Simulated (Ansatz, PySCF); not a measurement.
Reaction (SMILES): [LiH] (LiH) -> Li atom + H atom (the H-Li bond at the site shown breaks; other sites are not compared here)
Geometries: B3LYP-D3(BJ)/def2-TZVP minima from Ansatz (a first-principles code).

Property: bond dissociation energy (enthalpy at 298 K, with B3LYP-D3(BJ) rigid-rotor harmonic-oscillator terms from PySCF), in kJ/mol. Correlated levels leave the core frozen unless marked. Open shells are spin-unrestricted. Spin-orbit coupling is left out. Non-relativistic. Basis-set limits of correlation are two-point, X^-3; Hartree-Fock from the larger set.

```tsv
level	program	bond dissociation energy (kJ/mol)
HF-D4/def2-TZVPD	PySCF + dftd4	___
PBE-D4/def2-TZVPD	Ansatz + dftd4	___
BP86-D3(BJ)/def2-TZVPD	PySCF + dftd3	238.6
TPSS-D4/def2-TZVPD	PySCF + dftd4	241.7
r2SCAN/def2-TZVPD	Ansatz	224.8
PBE0-D4/def2-TZVP	Ansatz + dftd4	___
r2SCAN0/def2-TZVPD	Ansatz	223.4
B2PLYP/def2-TZVPD	Ansatz	226.6
CCSD(T)/CBS(def2-TZVPPD,def2-QZVPPD)	Ansatz	236.4
```

Q: Fill in the missing entries.

A: 
- HF-D4/def2-TZVPD, bond dissociation energy (kJ/mol): 140.1
- PBE-D4/def2-TZVPD, bond dissociation energy (kJ/mol): 217.6
- PBE0-D4/def2-TZVP, bond dissociation energy (kJ/mol): 212.6
